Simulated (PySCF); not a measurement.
Tb⁵³⁺: ionisation energy

Tb⁵³⁺ [Ne] 3s2 → Tb⁵⁴⁺ [Ne] 3s1 [3s1/2^1, M_J = 1/2], as a difference of total energies. All numbers are calculated (PySCF 2.14, the two-component X2C-1e Hamiltonian, in an even-tempered Gaussian basis (18 s from 15 bohr⁻², ratio 2.4; 14 p from 19 bohr⁻², ratio 2.4; 4 d from 62 bohr⁻², ratio 2.6; 4 f from 94 bohr⁻², ratio 2.6)). Correlated levels: 1s2 frozen; the 54 highest virtual spinors dropped. "Screened" scales the spin-orbit matrix elements by Boettger's factors to mimic the two-electron term; Breit and QED terms are absent.

```csv
method,ionisation energy (eV)
GHF (spin-free),5106.8
GHF (screened spin-orbit),5106.5
GMP2 (screened spin-orbit),5110.2
```

Task: How much does correlation contribute at GMP2 (screened spin-orbit)?

Result: 5110.2 − (5106.5) = 3.7 eV, measured against GHF (screened spin-orbit).

Breit and QED terms and the two-electron picture change are absent.

For comparison: 5103 ± 5 eV (theoretical estimate listed by NIST; NIST Atomic Spectra Database, ionization energies).
